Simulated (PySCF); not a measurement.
## Nonlinear optical response: `c1cnc2nsnc2n1`, C$_{4}$H$_{2}$N$_{4}$S

Molfile (atoms numbered from 1):
```
C4H2N4S
     RDKit          3D

 11 12  0  0  0  0  0  0  0  0999 V2000
   -1.3377   -0.1946    0.9165 C   0  0  0  0  0  0  0  0  0  0  0  0
   -1.5201   -0.3654   -0.4778 C   0  0  0  0  0  0  0  0  0  0  0  0
   -0.5542   -0.2447   -1.3514 N   0  0  0  0  0  0  0  0  0  0  0  0
    0.6416    0.0562   -0.8284 C   0  0  0  0  0  0  0  0  0  0  0  0
    1.7749    0.2304   -1.5058 N   0  0  0  0  0  0  0  0  0  0  0  0
    2.9343    0.5755   -0.4570 S   0  0  0  0  0  0  0  0  0  0  0  0
    2.0896    0.5275    0.9021 N   0  0  0  0  0  0  0  0  0  0  0  0
    0.8277    0.2317    0.5957 C   0  0  0  0  0  0  0  0  0  0  0  0
   -0.1860    0.1010    1.4614 N   0  0  0  0  0  0  0  0  0  0  0  0
   -2.1704   -0.3064    1.5974 H   0  0  0  0  0  0  0  0  0  0  0  0
   -2.4945   -0.6084   -0.8787 H   0  0  0  0  0  0  0  0  0  0  0  0
  1  2  1  0
  2  3  2  0
  3  4  1  0
  4  5  2  0
  5  6  1  0
  6  7  1  0
  7  8  2  0
  8  9  1  0
  9  1  2  0
  8  4  1  0
  1 10  1  0
  2 11  1  0
M  END
```

Level of theory: PySCF, quadratic response wB97X-D/aug-cc-pVDZ first hyperpolarisability, Taylor convention, gas phase. Geometry: GFN2-xTB.

Q: Give β for the processes computed.

A: In au, Taylor convention; the vector part is βᵢ = ⅓ Σⱼ (βᵢⱼⱼ + βⱼᵢⱼ + βⱼⱼᵢ); β∥ is 3/5 of the vector part along the dipole, the dipole points from − to +:
| process | λ (nm) | β vector norm | β∥ | β HRS | depolarisation ratio |
| --- | --- | --- | --- | --- | --- |
| static β(0;0,0) | ∞ | 49.6 | -29.8 | 27.0 | 2.77 |
| second harmonic β(−2ω;ω,ω) | 1064 | 76.6 | -46.0 | 42.1 | 2.19 |
| Pockels β(−ω;ω,0) | 1064 | 56.9 | -34.1 | – | – |

Q: Which lowest excitations, dipole and polarisabilities go with it?

A: S1 3.08 eV (f = 0.001); S2 4.24 eV (f = 0.000); S3 4.51 eV (f = 0.333); dipole 1.47 D; isotropic α 92.1 au static, 93.8 au at 1064 nm, 100.1 au at 532 nm.
